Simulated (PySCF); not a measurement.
Input for PySCF: R-B3LYP/LANL2DZ on CH4SSn (SMILES [CH3][Sn][SH]), a point of a torsion scan.

```python
from pyscf import gto, scf, dft, mp
from pyscf.data.elements import chemcore

mol = gto.M(
    atom='''
    C    -1.12149372   -0.04097160   -0.10161762
    Sn    0.23460466    1.77088406    0.05187049
    S     0.61492920    1.95563051   -2.35526694
    H    -0.60345776   -0.88377789   -0.56473381
    H    -2.00052994    0.17335864   -0.71349852
    H    -1.47856805   -0.37587268    0.87290452
    H    -0.11816544    0.93319939   -2.75693037
    ''',
    basis='lanl2dz',
    ecp={'S': 'lanl2dz', 'Sn': 'lanl2dz'},
    charge=0, spin=0, verbose=3, max_memory=1800)
mf = dft.RKS(mol, xc='b3lyp')
mf.conv_tol = 1e-8
mf.max_cycle = 100
mf.kernel()
if not mf.converged:
    mf = mf.newton().run(mf.mo_coeff, mf.mo_occ)
```

It printed:

```
converged SCF energy = -54.0029382637146
```

The calculation finished and met its thresholds.

Cost: around 2.6 core-seconds (rough).
